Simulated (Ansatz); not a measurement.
The lowest singlet and triplet of PH (SMILES [PH]); geometries from B3LYP-D3(BJ)/def2-TZVP, each state relaxed from the structure named, with no frequency check, low spin by broken symmetry.
Singlet (charge 0, multiplicity 1):
```xyz
2

P      0.0000     0.0000    -0.0893
H      0.0000     0.0000     1.3396
```

A positive gap puts the triplet lower; no zero-point energy. R- takes a restricted singlet, here one determinant of a half-filled degenerate or near-degenerate pair, which mixes singlet states. U- takes an unrestricted singlet (broken symmetry where lower, unprojected). The triplet is unrestricted in single-reference levels.

Correlated levels freeze the cores.

Codes used: Ansatz (an electronic-structure program) with Gaussian orbitals. Values without a source in brackets are computed.

```
level                                    gap E(singlet) − E(triplet), vertical, at the singlet's geometry (kcal/mol)
---------------------------------------  ---------------------------------------------------------------------------
R-SVWN5/def2-TZVPP                                                                                             31.31
U-PBE/def2-TZVPP (spin-contaminated)                                                                            7.93
R-r2SCAN/def2-TZVPP                                                                                            40.47
U-BHLYP/def2-TZVPP (spin-contaminated)                                                                          6.47
U-B2PLYP/def2-TZVPP (spin-contaminated)                                                                         8.06
R-MP2/cc-pV(D+d)Z                                                                                              39.26
R-SCS-MP2/cc-pV(Q+d)Z                                                                                              ?
R-CCSD/cc-pV(T+d)Z                                                                                                 ?
R-CCSDT/cc-pV(T+d)Z                                                                                            24.01
```

Problem. What belongs in the gaps?

Solution. 
- R-SCS-MP2/cc-pV(Q+d)Z, gap E(singlet) − E(triplet), vertical, at the singlet's geometry (kcal/mol): 29.28
- R-CCSD/cc-pV(T+d)Z, gap E(singlet) − E(triplet), vertical, at the singlet's geometry (kcal/mol): 30.23

Doubts at one or more of the structures used: a restricted determinant that unrestricted orbitals would lower (R-SVWN5/def2-TZVPP, R-r2SCAN/def2-TZVPP, R-MP2/cc-pV(D+d)Z, R-SCS-MP2/cc-pV(Q+d)Z, R-CCSD/cc-pV(T+d)Z, R-CCSDT/cc-pV(T+d)Z); other coupled-cluster roots lie near (R-CCSDT/cc-pV(T+d)Z).
